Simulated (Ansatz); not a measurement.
Problem. Name a neutral molecule of Ge, Si and H with HOMO energy (B3LYP/def2-TZVPP) between -7.75 and -7.45 eV and HOMO–LUMO gap (PBE/def2-TZVPP) between 5.20 and 5.50 eV (Ansatz, PBE0-D4/def2-TZVP geometry).

Solution. `[SiH3][SiH2][GeH2][GeH2][SiH2][GeH3]` (-7.48 eV, 5.41 eV); `[SiH3][SiH2][SiH2][GeH2][SiH2][SiH3]` (-7.55 eV, 5.39 eV); `[SiH3][SiH2][SiH2][SiH2][GeH2][SiH3]` (-7.57 eV, 5.44 eV); `[SiH3][SiH2][SiH2][GeH2][SiH2][GeH3]` (-7.56 eV, 5.44 eV); `[SiH3][SiH2][GeH2][GeH2][SiH2][SiH3]` (-7.47 eV, 5.41 eV); `[GeH3][SiH2][SiH2][SiH2][GeH2][GeH3]` (-7.55 eV, 5.43 eV). Other molecules can fit too; these were computed, each in one conformer that needn't be the lowest.

B3LYP here is the variant with VWN-RPA as its local correlation; programs differ in this.
